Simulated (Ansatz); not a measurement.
System: C$_{5}$H$_{12}$O, charge 0, multiplicity 1. 
Structure (B3LYP-D3(BJ)/def2-TZVP (Ansatz, a quantum-chemistry and plane-wave program) minimum search):
```xyz
18

C     -2.0355     0.9496     0.7104
C     -0.9011    -0.0693     0.5970
C     -1.4080    -1.3676    -0.0351
C      0.2782     0.5358    -0.1727
C      1.5162    -0.3390    -0.2177
O      2.5600     0.4114    -0.8379
H     -2.4179     1.2131    -0.2796
H     -1.6967     1.8691     1.1917
H     -2.8682     0.5502     1.2930
H     -0.5554    -0.3002     1.6121
H     -2.2722    -1.7535     0.5096
H     -1.7168    -1.1960    -1.0702
H     -0.6467    -2.1488    -0.0395
H     -0.0304     0.7642    -1.1980
H      0.5608     1.4865     0.2877
H      1.8025    -0.6282     0.8026
H      1.3215    -1.2571    -0.7829
H      3.3400    -0.1469    -0.9143
```
Charge 0, spin multiplicity 1.

Quantity: atomisation energy (electronic, to ground-state atoms), in kcal/mol. Valence correlation only, unless marked. Open shells are spin-unrestricted. No spin-orbit coupling. Non-relativistic. The coupled-cluster limit lacks core correlation, which all-electron functionals hold. Basis-set limits of correlation are two-point, X^-3; Hartree-Fock from the larger set.

```csv
level,program,atomisation energy (kcal/mol)
B3LYP-D3(BJ)/def2-TZVPD,Ansatz + dftd3,1692.5
B3LYP/def2-TZVPD,Ansatz,1678.3
PBE0/6-31G*,Ansatz,1695.9
PBE0/def2-QZVPP,Ansatz,1695.4
HSE06-D3(BJ)/def2-TZVPD,Ansatz + dftd3,1700.0
wB97X-V/def2-TZVPD,Ansatz,1692.8
SCS-MP2/6-31G*,Ansatz,1551.4
SCS-MP2/cc-pVDZ,Ansatz,1584.7
CCSD/cc-pVDZ,Ansatz,___
"CCSD(T)/CBS(cc-pVTZ,cc-pVQZ)",Ansatz,1692.2
```

Q: Complete the blanks.

A: 
- CCSD/cc-pVDZ, atomisation energy (kcal/mol): 1564.5
